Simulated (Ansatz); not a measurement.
C3H5, charge -1, singlet, at a GFN2-xTB geometry (a gas-phase anion, which may not be bound at this level); R2SCAN/cc-pVDZ (Ansatz, a first-principles code).

Input for Ansatz:
Ansatz 0.2 input:
```yaml
crystal:
  periodic: [false, false, false]
  atoms:
    - {symbol: C, position_ang: [1.21686285, 0.18064468, -0.01811021]}
    - {symbol: C, position_ang: [-0.03073571, 0.64943625, -0.01639561]}
    - {symbol: H, position_ang: [1.55400853, -0.90155213, 0.00604924]}
    - {symbol: H, position_ang: [2.07987196, 0.86156060, -0.04519938]}
    - {symbol: C, position_ang: [-1.09237829, -0.45448601, 0.02379043]}
    - {symbol: H, position_ang: [-0.70655261, -1.50225173, 0.04652436]}
    - {symbol: H, position_ang: [-1.73516936, -0.33296119, 0.90943146]}
    - {symbol: H, position_ang: [-1.75465160, -0.37836511, -0.85251336]}
basis:
  gaussian:
    orbitals: cc-pVDZ
hamiltonian:
  xc: r2scan
total_charge: -1
```

Task: Write the output that Ansatz gives for this input, abridged.

Result: 
```
Functional definition: r2SCAN
830 factors; their error is unknown
mean field evaluation 1: about -3184.9765 eV, gradient 3.2e1 eV
mean field evaluation 2: about -3182.3934 eV, gradient 4.3e1 eV
mean field evaluation 4: about -3187.8748 eV, gradient 3.5e0 eV
mean field evaluation 8: about -3187.9102 eV, gradient 4.7e-2 eV
mean field evaluation 16: about -3187.8816 eV, gradient 3.1e-5 eV
mean field -3187.88157749 eV, -117.1524871489 hartree, gradient 3.1e-5 eV, S^2 0.000000; 0 other end points of the search recorded, 0 dependent functions left out
reference -3187.88158555 eV, -117.1524874451 hartree; 12, 12 occupied and 55, 55 virtual orbitals, 830 factors
Total energy: -3187.88158555 eV, -117.1524874451 hartree
```
